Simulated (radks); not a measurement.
Values are calculated unless marked as measured or tabulated.
Q: Species: Re. Configuration: [Xe] 4f11.5 5d5 6s2 6p2.5 (fractional occupations, a model configuration). Code: a radial shooting solver on a logarithmic mesh with Libxc functionals. Model: scalar-relativistic Kohn-Sham, r2SCAN, spin-polarised, spherical densities, finite nucleus; open shells are filled with parallel spins first (spin-orbit coupling, left out, can overturn this in heavy ions); meta-GGA in the generalised Kohn-Sham scheme; Fermi nuclear charge, rms radius 5.3698 fm. Some entries of the table are withheld. Estimate them.

orbital,occ.,eigenvalue (eV),<r> (bohr)
1s up,1,-71769.26,0.01804
1s down,1,-71769.23,0.01804
2s up,1,-12504.80,0.07621
2s down,1,-12504.17,0.07621
2p up,3,-10915.92,0.06836
2p down,3,-10915.40,0.06836
3s up,1,-2941.782,0.1973
3s down,1,-2939.403,0.1972
3p up,3,-2471.168,0.1978
3p down,3,-2468.717,0.1977
3d up,5,-1936.085,0.1794
3d down,5,-1933.953,0.1793
4s up,1,-653.1867,0.4382
4s down,1,-648.6748,0.4386
4p up,3,-496.9517,0.4647
4p down,3,-492.6163,0.4651
4d up,5,-300.1522,0.4928
4d down,5,-295.7799,0.4934
5s up,1,-110.8115,1.000
5s down,1,-105.8678,0.9950
4f up,7,-81.6500,0.5446
4f down,4.5,-77.0157,0.5448
5p up,3,(1),1.139
5p down,3,(2),1.132
5d up,5,-19.1692,1.530
5d down,0,-13.5152,1.563
6s up,1,(3),2.582
6s down,1,(4),2.730
6p up,2.5,-4.7336,3.387
6p down,0,-2.0234,3.534

A: 
(1) 5p up eigenvalue (eV): -68.8629
(2) 5p down eigenvalue (eV): -63.4726
(3) 6s up eigenvalue (eV): -12.2984
(4) 6s down eigenvalue (eV): -8.6248
